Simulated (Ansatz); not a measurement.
Reaction (redistribution): `O[CH2][GeH2][SiH3]` + `OBB(O)F` → `O[B](F)[GeH2][SiH3]` + `OBCO`

Calculated with Ansatz (gas phase, PBE0-D4/def2-TZVP geometries, no zero-point term in ΔE). CBS: MP2 limit from def2 TZ/QZ plus the TZ coupled-cluster correction, frozen cores. For Ge outer-core shells are correlated without core-valence functions, which leaves a few kJ/mol of doubt a bond. Scalar relativity is left out up to krypton. One conformer a species, not always the lowest.

```tsv
species	CCSD(T)/CBS(def2) energy (Eh)
`O[CH2][GeH2][SiH3]`	-2483.20575
`OBB(O)F`	-301.68481
`O[B](F)[GeH2][SiH3]`	-2568.66977
`OBCO`	-216.24147
```

Task: Work out ΔE.

Result: ΔE = (-2568.66977) + (-216.24147) − (-2483.20575) − (-301.68481) = -0.02068 Eh = -54.3 kJ/mol.

Largest T1 diagnostic among the species: 0.014.
